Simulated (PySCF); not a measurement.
Mg(H)(SeH) (H2MgSe), SMILES [MgH][SeH]. Atoms are numbered in the order given.

```xyz
4

Mg    -0.0017    -1.7441     0.0000
H      0.0060    -3.4484     0.0000
Se    -0.0420     0.6970     0.0000
H      1.4424     0.6804     0.0000
```

Geometry: PBE-D3(BJ)/def2-TZVP.

Method: PySCF with PBE0/def2-TZVPD.

Gas-phase values at a fixed geometry.

```json
{
 "total_energy": "-2602.46690 hartree",
 "point_group": "Cs",
 "highest_occupied_level": "-6.79 eV",
 "lowest_empty_level": "-1.03 eV",
 "orbital_gap": "5.76 eV",
 "dipole_moment": "1.09 D",
 "quadrupole, principal values (traceless, Buckingham form, about the centre of nuclear charge)": "-10.97, 2.11, 8.86 D·Å",
 "mean_static_polarisability": "62.8 bohr³ (9.30 Å³)",
 "polarisability_principal_values": "53.7, 56.6, 78.0 bohr³"
}
```
